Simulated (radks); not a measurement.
Effect of the nuclear size on the bromine ion Br2+, [Ar] 3d10 4s2 4p3. All-electron calculation, Dirac Kohn-Sham, relativistic LDA (MacDonald-Vosko exchange, VWN5 correlation), spin-unpolarised, spherical densities, finite nucleus; open shells fill j = l - 1/2 first; Fermi nuclear charge, rms radius 4.1629 fm. Program: a radial shooting solver on a logarithmic mesh with Libxc functionals. The rms radius is varied about that value; shifts are against it.

rms radius (fm)  total energy shift (eV)  density at nucleus (e/bohr^3)  1s1/2 shift (meV)  2s1/2 shift (meV)  3p1/2 shift (meV)  4s1/2 shift (meV)
3.73                              -0.106                       4.43e+04              -44.7              -4.48              0.073             -0.079
4.0089                           -0.0388                      4.406e+04              -16.4              -1.65              0.027             -0.029
4.1629                                 0                      4.393e+04              0.000              0.000              0.000              0.000
4.5792                             0.112                      4.362e+04               47.2               4.74             -0.077              0.083
5.0912                             0.263                      4.327e+04                111               11.1             -0.180              0.196

Slopes of the eigenvalues against <r^2> in GHz/fm^2, as finite differences over the two radii next to the reference (eigenvalue slopes, not the field-shift constants of lines): 1s1/2 3140, 2s1/2 315, 3p1/2 -5.10, 4s1/2 5.55.
